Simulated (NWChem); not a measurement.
Molecule: C₃HF₃O; SMILES FC1=COC1(F)F

```xyz
8

F     -0.8913    -1.9441     0.0000
C     -0.0176    -0.9539     0.0000
C      1.3169    -0.7881     0.0000
O      1.3060     0.6342     0.0000
C     -0.1409     0.5675     0.0000
F     -0.6565     1.1604    -1.0851
F     -0.6565     1.1604     1.0851
H      2.2589    -1.3479     0.0000
```
Atoms are numbered in this order, from 1.

Program: NWChem. Pople sets run with spherical d functions. STO-3G and 3-21G are far too small for this property and stand as cheap habits. All runs use the structure optimised with PBE-D3(BJ)/def2-SVP. Field at 589 nm.

Problem. Order these by “anisotropy (bohr³)”, lowest first: B3LYP/6-31G*; B3LYP/def2-SVP; B3LYP/STO-3G.

Solution. B3LYP/STO-3G (14.4), B3LYP/def2-SVP (15.1), B3LYP/6-31G* (16.8)
